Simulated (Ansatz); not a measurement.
B2Br2F2H2 (`F[B@H-]1[Br+][B@H-](F)[Br+]1`). Charge 0, multiplicity 1. The geometry is a stationary point of PBE0-D4/def2-TZVP.

```xyz
8

F    -2.050    0.910   -0.774
B    -1.079    0.030   -0.968
Br    0.829    1.016   -0.893
B     1.075   -0.027    0.969
F     2.104   -0.856    0.893
Br   -0.767   -1.123    0.818
H    -1.077   -0.713   -1.895
H     0.964    0.762    1.851
```

(1) What is the dipole moment at B3LYP/def2-TZVPP? (An estimate is asked.)

(2) And with PBE, r2SCAN, ωB97M-V? (Best estimate.)

(3) Give the Mulliken charges with B3LYP, r2SCAN, PBE in def2-TZVPP. (Estimate.)

Answers

(1) Computed: 0.09 D, with components (-0.01, -0.05, -0.07) D in this frame, pointing from negative to positive charge.

(2) The calculation gave: PBE 0.08 D, r2SCAN 0.08 D, ωB97M-V 0.09 D.

(3) Computed: 
| atom | B3LYP | r2SCAN | PBE |
| --- | --- | --- | --- |
| F1 | -0.21 | -0.23 | -0.17 |
| B2 | 0.16 | 0.19 | 0.09 |
| Br3 | 0.02 | 0.04 | 0.06 |
| B4 | 0.17 | 0.20 | 0.10 |
| F5 | -0.21 | -0.23 | -0.17 |
| Br6 | 0.02 | 0.04 | 0.06 |
| H7 | 0.03 | 0.00 | 0.01 |
| H8 | 0.03 | 0.00 | 0.01 |

B3LYP here is the variant with VWN-RPA as its local correlation; programs differ in this.
